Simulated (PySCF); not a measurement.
F6S, SMILES FS(F)(F)(F)(F)F (connectivity only; charge and spin as stated), charge +1, multiplicity 2. Coordinates come from a TPSSh-D3(BJ)/def2-SVP optimisation. The spin state was assumed, not searched.

All values below come from TPSSh-D3(BJ)/def2-SVP (PySCF 2.14.0).

Harmonic wavenumbers (cm⁻¹): 275, 275, 314, 317, 329, 329, 449, 449, 449, 506, 506, 746, 751, 763, 763. Rotational constants (GHz): 2.627, 2.627, 2.627; symmetry number 24.

Q: Work out the zero-point energy and the ideal-gas rigid-rotor harmonic-oscillator thermochemistry at 298.15 K and 1 atm.

A: ZPE = ½ Σ hcν = ½ × 7220 cm⁻¹ = 43.19 kJ/mol. H − E(el) = 63.81 kJ/mol. Entropy in J/(mol K): translation 170.90, rotation 87.69, vibration 54.36, spin 5.76, total 318.72. G − E(el) = -31.21 kJ/mol. Cp = 114.56 J/(mol K).
